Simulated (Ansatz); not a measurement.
A short molecular-dynamics run on the cluster Ti₂Al⁻.

```yaml
crystal:
  periodic: [false, false, false]
  atoms:
    - {symbol: Ti, position_ang: [0.029754, 1.335899, 0.153190]}
    - {symbol: Ti, position_ang: [-0.183781, -0.344275, -1.287122]}
    - {symbol: Al, position_ang: [0.154027, -0.991625, 1.133932]}
basis:
  gaussian: {orbitals: "6-31G*"}
total_charge: -1
magnetization: {spin_polarized: true, initial_magnetization: 0}
hamiltonian: {xc: {name: revPBE}}
md: {timestep: 1 fs, n_steps: 15, ensemble: nve, temperature: 1500, initial_velocities: maxwell_boltzmann, seed: 632}
scf: {omitted_lower_state_checks: [starts]}
```

```sh
$ ansatz run in.yaml --threads 4 --pin off --events-out ev --progress --plain --max-ram 3916MiB
```

```json
{"step": "0", "time (fs)": "0.0", "potential energy (eV)": "-52812.8929", "kinetic (eV)": "0.1939", "T (K)": "1500", "conserved (eV)": "-52812.6991"}
{"step": "1", "time (fs)": "1.0", "potential energy (eV)": "-52812.8936", "kinetic (eV)": "0.1945", "T (K)": "1505", "conserved (eV)": "-52812.6991"}
{"step": "2", "time (fs)": "2.0", "potential energy (eV)": "-52812.8929", "kinetic (eV)": "0.1939", "T (K)": "1500", "conserved (eV)": "-52812.6991"}
{"step": "3", "time (fs)": "3.0", "potential energy (eV)": "-52812.8910", "kinetic (eV)": "0.1920", "T (K)": "1485", "conserved (eV)": "-52812.6991"}
{"step": "4", "time (fs)": "4.0", "potential energy (eV)": "-52812.8879", "kinetic (eV)": "0.1889", "T (K)": "1461", "conserved (eV)": "-52812.6990"}
{"step": "5", "time (fs)": "5.0", "potential energy (eV)": "-52812.8836", "kinetic (eV)": "0.1846", "T (K)": "1428", "conserved (eV)": "-52812.6990"}
{"step": "6", "time (fs)": "6.0", "potential energy (eV)": "-52812.8782", "kinetic (eV)": "0.1792", "T (K)": "1386", "conserved (eV)": "-52812.6990"}
{"step": "7", "time (fs)": "7.0", "potential energy (eV)": "-52812.8718", "kinetic (eV)": "0.1728", "T (K)": "1337", "conserved (eV)": "-52812.6990"}
{"step": "8", "time (fs)": "8.0", "potential energy (eV)": "-52812.8646", "kinetic (eV)": "0.1656", "T (K)": "1281", "conserved (eV)": "-52812.6990"}
{"step": "9", "time (fs)": "9.0", "potential energy (eV)": "-52812.8566", "kinetic (eV)": "0.1576", "T (K)": "1219", "conserved (eV)": "-52812.6990"}
{"step": "10", "time (fs)": "10.0", "potential energy (eV)": "-52812.8481", "kinetic (eV)": "0.1491", "T (K)": "1153", "conserved (eV)": "-52812.6990"}
{"step": "11", "time (fs)": "11.0", "potential energy (eV)": "-52812.8428", "kinetic (eV)": "0.1438", "T (K)": "1113", "conserved (eV)": "-52812.6990"}
{"step": "12", "time (fs)": "12.0", "potential energy (eV)": "-52812.8384", "kinetic (eV)": "0.1394", "T (K)": "1078", "conserved (eV)": "-52812.6990"}
{"step": "13", "time (fs)": "13.0", "potential energy (eV)": "-52812.8341", "kinetic (eV)": "0.1351", "T (K)": "1045", "conserved (eV)": "-52812.6990"}
{"step": "14", "time (fs)": "14.0", "potential energy (eV)": "-52812.8299", "kinetic (eV)": "0.1310", "T (K)": "1013", "conserved (eV)": "-52812.6990"}
{"step": "15", "time (fs)": "15.0", "potential energy (eV)": "-52812.8262", "kinetic (eV)": "0.1272", "T (K)": "984", "conserved (eV)": "-52812.6990"}
```

Velocities are drawn at the set temperature; a run this short doesn't reach equilibrium.

The 6-31G sets use Cartesian d functions. The highest occupied level of an anion often lies above zero with these methods, and sets without diffuse functions describe the outer electron poorly. The unrestricted singlet has broken spin symmetry (⟨S²⟩ up to 1.06).

Frames (Å, forces in eV/Å):

```xyz
3
time=0.0 fs
Ti    0.030    1.336    0.153   -0.041   -0.009   -0.289
Ti   -0.184   -0.344   -1.287   -0.003    0.290   -0.033
Al    0.154   -0.992    1.134    0.044   -0.281    0.322
3
time=1.0 fs
Ti    0.029    1.330    0.150   -0.035    0.100   -0.255
Ti   -0.183   -0.340   -1.284   -0.013    0.231   -0.103
Al    0.154   -0.989    1.134    0.048   -0.331    0.357
3
time=2.0 fs
Ti    0.029    1.324    0.147   -0.030    0.210   -0.219
Ti   -0.183   -0.335   -1.281   -0.023    0.170   -0.174
Al    0.154   -0.986    1.134    0.053   -0.381    0.393
3
time=3.0 fs
Ti    0.028    1.318    0.144   -0.024    0.322   -0.181
Ti   -0.182   -0.331   -1.278   -0.034    0.107   -0.246
Al    0.154   -0.984    1.134    0.058   -0.430    0.427
3
time=4.0 fs
Ti    0.028    1.312    0.141   -0.017    0.436   -0.142
Ti   -0.182   -0.326   -1.275   -0.045    0.043   -0.318
Al    0.154   -0.982    1.134    0.062   -0.478    0.460
3
time=5.0 fs
Ti    0.027    1.307    0.138   -0.011    0.549   -0.102
Ti   -0.181   -0.322   -1.272   -0.055   -0.024   -0.390
Al    0.154   -0.980    1.134    0.066   -0.525    0.492
3
time=6.0 fs
Ti    0.027    1.301    0.135   -0.005    0.662   -0.060
Ti   -0.181   -0.317   -1.269   -0.066   -0.091   -0.462
Al    0.154   -0.978    1.135    0.070   -0.571    0.522
3
time=7.0 fs
Ti    0.026    1.295    0.131    0.002    0.774   -0.018
Ti   -0.181   -0.313   -1.266   -0.076   -0.160   -0.533
Al    0.154   -0.976    1.136    0.074   -0.614    0.550
3
time=8.0 fs
Ti    0.026    1.290    0.128    0.009    0.885    0.026
Ti   -0.180   -0.308   -1.264   -0.086   -0.229   -0.602
Al    0.155   -0.975    1.137    0.077   -0.655    0.576
3
time=9.0 fs
Ti    0.025    1.285    0.125    0.016    0.992    0.071
Ti   -0.180   -0.304   -1.261   -0.096   -0.299   -0.670
Al    0.155   -0.974    1.138    0.080   -0.694    0.599
3
time=10.0 fs
Ti    0.025    1.280    0.122    0.023    1.097    0.116
Ti   -0.179   -0.299   -1.259   -0.106   -0.368   -0.735
Al    0.155   -0.973    1.139    0.083   -0.728    0.619
3
time=11.0 fs
Ti    0.025    1.275    0.119   -0.017    0.889   -0.159
Ti   -0.179   -0.295   -1.256   -0.079   -0.073   -0.553
Al    0.155   -0.972    1.141    0.096   -0.816    0.713
3
time=12.0 fs
Ti    0.024    1.271    0.115   -0.013    0.960   -0.136
Ti   -0.179   -0.290   -1.254   -0.085   -0.115   -0.595
Al    0.155   -0.971    1.143    0.098   -0.845    0.731
3
time=13.0 fs
Ti    0.024    1.266    0.112   -0.010    1.025   -0.112
Ti   -0.178   -0.286   -1.252   -0.090   -0.156   -0.633
Al    0.156   -0.971    1.145    0.100   -0.869    0.745
3
time=14.0 fs
Ti    0.023    1.262    0.109   -0.006    1.083   -0.088
Ti   -0.178   -0.282   -1.250   -0.095   -0.195   -0.668
Al    0.156   -0.971    1.147    0.101   -0.888    0.755
3
time=15.0 fs
Ti    0.023    1.258    0.106   -0.002    1.134   -0.063
Ti   -0.178   -0.278   -1.249   -0.100   -0.233   -0.699
Al    0.156   -0.972    1.150    0.102   -0.901    0.762
```

It took 81 s on 4 threads of AMD EPYC 7B13 on a shared host.
